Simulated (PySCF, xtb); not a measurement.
C4H5NO, SMILES Nc1ccco1.

GFN2-xTB in xtb at its own geometry gives an orbital gap of 4.38 eV and a dipole moment of 1.80 D.

Geometry: B3LYP-D3(BJ)/def2-SVP. The values are those of a single conformer.

Question: What does PBE/def2-TZVP run with PySCF give? (The exact figures need the calculation; the answer reports its results.)

Answer: gap 4.29 eV (levels -4.46 and -0.16 eV), dipole 1.73 D.
